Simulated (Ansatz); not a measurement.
The first iterations of a band of AlClH4OS (8 atoms, charge 0, multiplicity 1).

All numbers below come from RKS B3LYP-D4/6-31G* (Ansatz).

```yaml
movable_images: 9
climbing_image: yes
spring: 5.0 eV/Å²
optimiser: quadratic models (default)
start_path: through a guess of the saddle point
force_threshold: 0.05 eV/Å
iteration_limit: 60
end_points: relaxed
```

First end point:

```xyz
8
Properties=species:S:1:pos:R:3
Al 0.019 0.040 0.241
O 0.032 -0.735 1.778
H -0.793 -1.070 2.151
H 1.308 -0.049 -0.659
Cl -1.905 0.306 -0.677
S 0.293 2.505 0.963
H 1.170 2.306 1.970
H -0.772 2.569 1.788
```

Last end point:

```xyz
8
Properties=species:S:1:pos:R:3
Al 0.105 0.620 0.191
O -0.395 -0.180 1.968
H -1.255 -0.636 1.913
H 1.425 -0.109 -0.259
Cl -1.748 0.105 -0.774
S 0.189 2.740 0.898
H 1.533 2.757 1.039
H -0.502 0.576 2.579
```

| iteration | highest image above the first end (eV) | largest band force component (eV/Å) |
| --- | --- | --- |
| 1 | 2.251 | 5.525 |
| 2 | 1.063 | 2.251 |
| 3 | 0.573 | 1.068 |
| 4 | 0.413 | 0.675 |
| 5 | 0.440 | 0.622 |
| 6 | 0.453 | 1.079 |

**Question.** Does the band converge within its limit, and where does its top end?

**Answer.** The forces met the threshold. It ended after 18 iterations with the highest image 0.352 eV above the first end. A vibrational analysis at the climbing image gives one clearly imaginary mode, 975i cm⁻¹: a first-order saddle point. The orbitals stay closed-shell, which can raise the energy where a bond breaks towards radicals; this wasn't checked here.

Time of the run: 5.4 min on 1 thread of Intel(R) Xeon(R) 6975P-C (Granite Rapids) (shared host), peak memory 0.18 GiB.
